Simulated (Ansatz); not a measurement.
The cluster GeBr₂⁻, relaxed as a doublet with UKS B3LYP-D4/def2-TZVPD in Ansatz, starting from the GFN2-xTB geometry. Force threshold 0.02 eV/Å.

The highest occupied level of the charge -1 doublet lies above zero (up to 0.07 eV). By energy differences its removal costs 2.03 eV (vertical, to the charge 0 singlet, at PBE0-D4/def2-TZVPD). The relaxation made no stability test and no search for a lower SCF solution. The structure comes from a short search, and lower isomers may exist.

Start:

```xyz
3

Ge   -0.288    1.000    0.001
Br    1.362   -0.147    1.561
Br   -1.074   -0.853   -1.562
```

Problem. Estimate the energy that the relaxation releases and the steps that it takes.

Solution. 0.2 kcal/mol, in 3 steps; 26 s on 4 threads of Intel Xeon on a shared host. No frequencies were taken in this run, so the end may be a saddle point.

Problem. Does the start keep its bonding and symmetry?

Solution. By distances, no bond broke or formed. The bond that changes most is Ge1–Br3, from 2.55 to 2.53 Å (atoms count from 1). Point group C2v at the start, C2v at the end, both within 0.05 Å.

Problem. Predict the relaxed structure.

Solution. 
```xyz
3

Ge   -0.298    1.032    0.000
Br    1.331   -0.174    1.515
Br   -1.033   -0.858   -1.514
```
Bond lengths: 2 × Br–Ge 2.53 Å.
